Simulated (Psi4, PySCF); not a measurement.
Conformational energy of SMILES O[SiH2]F (H3FOSi). Scanned: dihedral H4–O1–Si2–F3; all other coordinates were relaxed at GFN2-xTB. Points at φ and −φ are mirror images. Heavy atoms are numbered in the order of the SMILES O[SiH2]F, hydrogens after them in the order of the atoms that carry them; the mirror image has the same energies with the sign of each dihedral reversed.

- PBE/def2-TZVP // GFN2-xTB (Psi4)
- RKS-B3LYP/LANL2DZ = restricted B3LYP/LANL2DZ, with its core potentials past Ne // GFN2-xTB (PySCF)
- RHF/6-31G* = restricted Hartree-Fock/6-31G*, spherical d // GFN2-xTB run with PySCF 2.14.0

Energies in kcal/mol, each method relative to its own lowest point.

```csv
φ / °,PBE/def2-TZVP,RKS-B3LYP/LANL2DZ,RHF/6-31G*
-160,1.6,4.1,1.9
-140,1.3,3.2,1.6
-120,0.9,2.0,1.2
-100,0.3,0.9,0.6
-80,0.0,0.2,0.2
-60,0.0,0.0,0.0
-40,0.4,0.3,0.1
-20,1.0,0.9,0.4
0,1.2,1.1,0.5
20,1.0,0.9,0.4
40,0.4,0.3,0.1
60,0.0,0.0,0.0
80,0.0,0.2,0.2
100,0.3,0.9,0.6
120,0.9,2.0,1.2
140,1.3,3.2,1.6
160,1.6,4.1,1.9
180,1.7,4.5,2.0
```
